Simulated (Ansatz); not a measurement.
```yaml
crystal:
  periodic: [false, false, false]
  atoms:
    - {symbol: B, position_ang: [0.028322, -1.614535, 1.884885]}
    - {symbol: N, position_ang: [-0.402341, -0.743544, 0.898045]}
    - {symbol: C, position_ang: [-1.640142, 0.087847, 1.074440]}
    - {symbol: C, position_ang: [-1.365543, 1.328388, 1.221241]}
    - {symbol: C, position_ang: [-1.747008, 2.473024, 0.381174]}
    - {symbol: Si, position_ang: [0.714538, -0.516039, -0.542153]}
    - {symbol: C, position_ang: [1.491610, -2.037017, -0.944771]}
    - {symbol: C, position_ang: [1.916573, 1.090565, -0.161696]}
    - {symbol: C, position_ang: [-0.288505, -0.173772, -2.119785]}
    - {symbol: H, position_ang: [0.860491, -2.320786, 1.740611]}
    - {symbol: H, position_ang: [-0.769825, -1.813816, 2.895931]}
    - {symbol: H, position_ang: [-2.355501, -0.407159, 1.660688]}
    - {symbol: H, position_ang: [-2.153630, -0.016416, 0.003354]}
    - {symbol: H, position_ang: [-0.645502, 1.672543, 2.100472]}
    - {symbol: H, position_ang: [-2.563455, 2.399174, -0.344063]}
    - {symbol: H, position_ang: [-1.764986, 3.642503, 0.916949]}
    - {symbol: H, position_ang: [0.977537, -3.038319, -1.150696]}
    - {symbol: H, position_ang: [2.269569, -2.238717, -0.075012]}
    - {symbol: H, position_ang: [2.320569, -1.821134, -1.873056]}
    - {symbol: H, position_ang: [2.558087, 0.570345, 0.643681]}
    - {symbol: H, position_ang: [2.506452, 1.010992, -1.027866]}
    - {symbol: H, position_ang: [1.497650, 1.721258, -0.130413]}
    - {symbol: H, position_ang: [-1.267445, -0.815671, -2.257624]}
    - {symbol: H, position_ang: [-0.797108, 0.939635, -2.020166]}
    - {symbol: h, position_ang: [0.247940, 0.094667, -2.899260]}
basis:
  gaussian: {orbitals: aug-cc-pVTZ}
hamiltonian: {xc: {name: r2SCAN50}, dispersion: d3bjatm}
scf: {lower_state_search: full}
```

```sh
$ ansatz run in.yaml --threads 4 --pin off --events-out ev --progress --plain --max-ram 66560MiB --backend cpu
```

Output, abridged:

```
Error: YAML parse error: error: line 28 column 16: `h` is not an element symbol (H … Og, case-exact)
26 |     - {symbol: H, position_ang: [-1.267445, -0.815671, -2.257624]}
27 |     - {symbol: H, position_ang: [-0.797108, 0.939635, -2.020166]}
28 |     - {symbol: h, position_ang: [0.247940, 0.094667, -2.899260]}
29 | basis:
30 |   gaussian: {orbitals: aug-cc-pVTZ}
```

(1) Something in this input is off. What?

Results:

(1) An element symbol is wrong. The input was rejected before any iteration.
